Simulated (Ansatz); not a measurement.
Reaction (ligand exchange at the Si–O bond): `[F][Sc]([F])[O][SiH3]` + `NN[SiH3]` → `NN([SiH3])[SiH3]` + `[OH][Sc]([F])[F]`

Gas-phase electronic energies from Ansatz, PBE0-D4/def2-TZVP geometries. CCSD(T)/CBS is the MP2 limit (def2-TZVPP, def2-QZVPP) plus CCSD(T) − MP2 in def2-TZVPP, frozen cores. DFT in def2-TZVPP. For Sc outer-core shells are correlated without core-valence functions, which leaves a few kJ/mol of doubt a bond. Scalar relativity is left out up to krypton. One conformer a species, not always the lowest.

CCSD(T)/CBS gives +56.1 kJ/mol.

Task: Another level gave +55.6 kJ/mol. Which?
A. SCS-MP2/def2-TZVPP
B. BLYP/def2-TZVPP
C. BHLYP/def2-TZVPP
D. LDA (SPW92)/def2-TZVPP

Result: A. SCS-MP2/def2-TZVPP 55.6, BLYP 60.6, LDA (SPW92) 47.3, BHLYP 65.5 kJ/mol.

Largest T1 diagnostic among the species: 0.017.

From PBE to PBE0 (25 % exact exchange), in def2-TZVPP and without D4, ΔE moves by +3.2 kJ/mol. The D4 term adds −7.7 kJ/mol with B3LYP and −4.1 kJ/mol with PBE0; it sums over pairs of atoms, weighted by their polarisabilities, and B3LYP, whose exchange is more repulsive, gets the larger term.

B3LYP here is the variant with VWN-RPA as its local correlation; programs differ in this.
